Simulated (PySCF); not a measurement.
I2Sb, multiplicity 2. Atoms are numbered in the order given.

```xyz
3

Sb     0.0000     0.0000     1.1769
I      0.0000    -2.1263    -0.5663
I      0.0000     2.1263    -0.5663
```
Charge 0, spin multiplicity 2.

Geometry optimised at B3LYP-D3(BJ)/def2-SVP. The spin state was assumed, not searched. The isomer is the one that the SMILES or the coordinates give; other isomers of the formula were not compared. The def2 effective core potentials stand for the cores of I, Sb; spin–orbit coupling is left out.

All values below come from TDA-PBE/def2-SVPD run with PySCF.

Vertical excitations. 

```csv
state,energy (eV),λ (nm),f,main pairs
root 1,1.83,678,0.001,α HOMO→LUMO 100 %
root 2,2.17,572,0.000,α HOMO→LUMO+1 99 %
root 3,2.29,542,0.000,β HOMO→LUMO 100 %
root 4,2.52,491,0.000,β HOMO−2→LUMO 100 %
root 5,2.58,480,0.020,β HOMO−1→LUMO 91 %
root 6,3.09,401,0.008,β HOMO−3→LUMO 93 %
root 7,3.12,397,0.002,"α HOMO−1→LUMO 61 %, β HOMO→LUMO+1 37 %"
root 8,3.35,371,0.000,"α HOMO−3→LUMO 67 %, β HOMO−2→LUMO+1 32 %"
root 9,3.36,369,0.000,"α HOMO−2→LUMO 68 %, β HOMO−1→LUMO+1 31 %"
root 10,3.52,352,0.000,"α HOMO−1→LUMO+1 79 %, β HOMO→LUMO+2 19 %"
```
Unrestricted roots are not spin-pure.
